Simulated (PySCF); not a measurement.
# Magnetisability: SMILES C=Cc1c(F)[c+]1OCC, [C$_{7}$H$_{8}$FO]+, charge +1

Geometry:
```
atom   x (Å)   y (Å)   z (Å)
  C1   3.636  -0.647  -0.363
  C2   2.649   0.144  -0.811
  C3   1.354   0.099  -0.252
  C4   0.441  -0.426   0.634
  F5   0.167  -1.262   1.574
  C6   0.014   0.600  -0.205
  O7  -0.819   1.411  -0.667
  C8  -2.194   1.500  -0.184
  C9  -2.680   0.290   0.581
 H10   4.622  -0.600  -0.793
 H11   3.486  -1.350   0.441
 H12   2.804   0.851  -1.613
 H13  -2.774   1.664  -1.095
 H14  -2.235   2.407   0.426
 H15  -3.735   0.431   0.799
 H16  -2.162   0.168   1.529
 H17  -2.582  -0.618  -0.011
```

Total charge +1.

Method: PySCF, GIAO BHandHLYP/pcSseg-1 magnetisability, rotational g tensor and spin-rotation constants, non-relativistic, gas phase. Geometry: GFN2-xTB.

For an ion the centre-of-mass motion in the field is neglected.

Task: What are the magnetisability and the molar susceptibility?

Result: Isotropic -1137 × 10⁻³⁰ J/T², or -68.5 × 10⁻⁶ cm³/mol; principal values -1359, -1079, -973 × 10⁻³⁰ J/T², anisotropy 345 × 10⁻³⁰ J/T² (root of half the summed squared differences of the principal values). The susceptibility is in cgs units.

Task: Split it along the inertial axes a, b, c into diamagnetic and paramagnetic parts about the centre of mass, with the quadrupole moment.

Result: 
| axis | χ (10⁻⁶ cm³/mol) | diamagnetic (10⁻⁶ cm³/mol) | paramagnetic (10⁻⁶ cm³/mol) | summed x² of all electrons (Å²) | quadrupole Θ (D Å) |
| --- | --- | --- | --- | --- | --- |
| a | -64.6 | -441.8 | 377.2 | 310.6 | +36.68 |
| b | -59.0 | -1379.7 | 1320.7 | 89.6 | -16.17 |
| c | -81.7 | -1697.8 | 1616.1 | 14.6 | -20.50 |

Anisotropies 2χaa − χbb − χcc = +11.5 and 2χbb − χaa − χcc = +28.4 × 10⁻⁶ cm³/mol. Θ is traceless in Buckingham's convention.

Task: And the rotational g tensor?

Result: 
```
axis  rotational constant (GHz)        g  nuclear part  electronic part
   a                     3.2205  -0.0325        0.5382          -0.5707
   b                     0.9415  +0.0018        0.5859          -0.5841
   c                     0.7388  +0.0102        0.5710          -0.5609
```
Asymmetric top; isotopes 12C, 19F, 1H, 16O; no vibrational averaging.
